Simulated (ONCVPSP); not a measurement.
titanium: one change to an ONCV potential, before and after

ONCVPSP 4.0.1 input, shortened (lines: element, Z, core and valence counts, functional; n l f; lmax; l rc ep ncon nbas qcut; lloc lpopt rc5 dvloc0; l nproj debl; icmod fcfact rcfact), PBE, scalar-relativistic:

```
  Ti 22.00    3    4        4      upf
    1    0    2.00
    2    0    2.00
    2    1    6.00
    3    0    2.00
    3    1    6.00
    3    2    2.00
    4    0    2.00
    2
    0    1.55    0.00    4    8    8.40
    1    1.55    0.00    3    6    8.80
    2    2.40    0.00    3    7    5.40
    4    5    1.10    6.00
    0    2    3.90
    1    1    2.00
    2    2    3.10
    3    4.50    1.60
```

Change: s: qcut 10.1; p: qcut 10.6; d: qcut 6.5.

Cutoffs: the cutoffs (Ha) at which the residual kinetic energy of the hardest occupied pseudo-wave falls to 1 and 0.1 mHa per electron; they do not see the model core or the augmentation charge, which bear on the density cutoff. Errors are all-electron minus pseudo energies relative to the spin-unpolarised reference configuration.

Q: What does the change do?

A: The potential gets harder (23 Ha and 28 Ha → 28 Ha and 34 Ha); of the 4 tests that both files solve, the error grows in 1 and shrinks in 3 by more than 15 % and 0.3 meV (median size 15.6 → 9.9 meV); neither file shows a bound ghost.

```csv
quantity,base,changed
"cutoff, loose",23 Ha,28 Ha
"cutoff, tight",28 Ha,34 Ha
loose cutoff by channel,"s 23 Ha, p 21 Ha, d 13 Ha","s 28 Ha, p 20 Ha, d 16 Ha"
bound ghosts,none,none
GHOST(+) flags under 300 eV,none,none
"error for 3s2 3p6 3d2 4s1, meV [ΔE 7.35 eV]",-1.3,-0.2
"error for 3s2 3p6 3d2 4s0, meV [ΔE 20.92 eV]",-21,-8.2
"error for 3s2 3p6 3d1 4s0, meV [ΔE 47.87 eV]",+321,+229
"error for 3s2 3p6 3d2 4s0 4p2, meV [ΔE 6.29 eV]",+9.9,+12
s: phases at 1.57 bohr within 0.05 rad from the reference energy up to (Ha; the scan ends near 5),to the end of the scan,to the end of the scan
p: phases at 1.57 bohr within 0.05 rad from the reference energy up to (Ha; the scan ends near 5),1.9,2.0
d: phases at 2.43 bohr within 0.05 rad from the reference energy up to (Ha; the scan ends near 5),0.4,0.6
"rms error of d²Exc/dni dnj with the model core, mHa",2.91,2.23
```
